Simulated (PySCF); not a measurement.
**Simulated absorption spectrum**

Compound: C6H6F2O.
Z-matrix (Å and degrees, GFN2-xTB geometry), rows numbered from 1:
```
C 
C   1  1.4949
C   2  1.3241  1  122.74
F   3  1.3389  2  123.35  1     0.03
O   3  1.3653  2  127.40  1  -179.98
C   5  1.3545  3  114.14  2    -0.12
F   6  1.3348  5  110.04  3  -179.86
C   6  1.3205  5  126.82  3     0.11
C   8  1.5010  6  121.12  5    -0.00
H   1  1.0895  2  109.91  3  -120.77
H   1  1.0895  2  109.88  3   120.70
H   1  1.0856  2  111.04  3    -0.02
H   8  1.0756  6  119.77  5   179.99
H   9  1.0971  2  109.64  1   -58.26
H   9  1.0971  2  109.66  1    58.40
```

Theory: PySCF 2.14.0, density-fitted response routines, TDDFT PBE0/def2-SVPD, vertical, gas phase, core orbitals frozen in the response.

Broadening: Gaussians 0.25 eV wide at half height, area fixed by f = 4.319×10⁻⁹ ∫ε dν̃. The width is an assumption, not a result. The curve ends short of the highest state used, and states not computed would add to its high-energy end.

```tsv
λ (nm)	ε (L mol⁻¹ cm⁻¹)
189.8	1562
190.8	1059
191.8	652
192.7	389
193.7	201
194.7	95
195.6	45
196.6	18
197.6	7
198.5	3
199.5	1
200.5	1
201.4	2
202.4	4
203.4	9
204.3	14
205.3	23
206.3	35
207.2	47
208.2	61
209.2	73
210.1	82
211.1	88
212.1	90
213.0	92
214.0	100
215.0	122
215.9	166
216.9	254
217.9	398
218.8	587
219.8	866
220.8	1211
221.7	1561
222.7	1959
223.7	2324
224.6	2585
225.6	2763
226.6	2800
227.5	2712
228.5	2496
229.5	2186
230.4	1863
231.4	1492
232.4	1141
233.3	864
234.3	608
235.3	411
236.2	278
237.2	174
238.2	105
239.1	64
240.1	36
241.1	19
242.0	11
243.0	5
```

**Question.** Where are the band maxima, and which computed states make them?

**Answer.** 226 nm (5.48 eV), ε about 2800, made up of S1 (100%) (ε in L mol⁻¹ cm⁻¹; maxima over ε = 5, shares over 10%). At its high-energy end, 6.53 eV, the curve is still rising (ε about 1500, from S3 and S4). The states used: S1 5.48 eV (f 0.026); S2 5.87 eV (f 0.0008); S3 6.63 eV (f 0.0040); S4 6.64 eV (f 0.020); S5 6.72 eV (f 0.0022); S6 7.13 eV (f 0.0011).

**Question.** Coming from long wavelengths, where does ε first pass 100 L mol⁻¹ cm⁻¹?

**Answer.** At about 238 nm (5.20 eV), 0.27 eV below S1.

**Question.** What would ε be at 5.48 eV, the highest of these maxima, with half the width (0.125 eV)?

**Answer.** About 5600 L mol⁻¹ cm⁻¹ against 2800, a factor of about 2.00; a lone state at its own centre would give exactly 2.

**Question.** On this curve, what absorbance would a 10⁻⁴ mol/L sample give at 193 nm over a 1 cm path?

**Answer.** 193 nm is 6.424 eV, where ε is about 320 L mol⁻¹ cm⁻¹, so A = ε c l ≈ 0.032 (Beer–Lambert, with the gas-phase spectrum and the assumed width).
